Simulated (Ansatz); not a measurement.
K8F8⁻ (relaxed from a model of 1x4x4 KF rock-salt block, whose bonding it doesn't keep). Total charge -1; doublet. Geometry PBE-D4/def2-SVP, that of the neutral singlet; atoms count from 1.

```xyz
16

K     0.355   -3.763    0.851
F     1.893   -1.985    1.520
K     2.711   -1.517   -0.873
F     3.821    0.604   -1.210
F     0.786   -3.129   -1.466
K     0.240   -0.196    1.579
F     0.464    0.400   -0.947
K     2.206    2.290   -1.176
K    -1.097   -1.543   -1.716
F    -2.978    0.164   -1.321
K    -1.455    2.065   -0.999
F     0.354    3.637   -0.012
F    -1.512   -2.005    0.933
K    -3.360   -0.354    1.025
F    -1.788    1.610    1.681
K    -0.643    3.722    2.131
```

The highest occupied level of the charge -1 doublet lies above zero (up to 0.62 eV). By energy differences its removal costs 0.52 eV (vertical, to the charge 0 singlet, at PBE-D4/def2-SVP); self-interaction error and the lack of diffuse functions both raise the level.

Question: Estimate the Mulliken populations from the PBE/def2-SVP orbitals of Ansatz.

Answer: 
```tsv
atom	charge (e)	spin (α − β)
K1	0.42	0.07
F2	-0.51	0.00
K3	0.38	0.02
F4	-0.53	0.00
F5	-0.51	0.00
K6	0.76	-0.19
F7	-0.47	0.00
K8	0.48	-0.02
K9	0.44	0.01
F10	-0.51	0.00
K11	0.48	-0.04
F12	-0.50	0.00
F13	-0.48	0.00
K14	0.28	0.25
F15	-0.47	0.00
K16	-0.25	0.91
```
Mulliken values and Mayer orders depend strongly on the basis.

Question: Where does the spin sit?

Answer: Summed by element: K 1.00, F 0.00, of 1 unpaired in all. Largest on single atoms: K16 0.91, K14 0.25, K6 -0.19.

Question: And the Mayer bond orders between bonded heavy atoms (over 0.3)?

Answer: K1–F2 0.37 (2.44 Å); K1–F5 0.38 (2.44 Å); F2–K6 0.35 (2.44 Å); K3–F4 0.47 (2.42 Å); K3–F5 0.30 (2.58 Å); F4–K8 0.50 (2.33 Å); F5–K9 0.34 (2.47 Å); K8–F12 0.33 (2.57 Å); K9–F10 0.31 (2.57 Å); F10–K11 0.34 (2.46 Å); F10–K14 0.38 (2.43 Å); K11–F12 0.30 (2.59 Å); F12–K16 0.38 (2.36 Å). Values over 0.3 also appear between atoms too far apart for a bond (K14–K16 0.48 at 5.02 Å); they arise where an orbital or an unpaired electron spreads over both atoms.
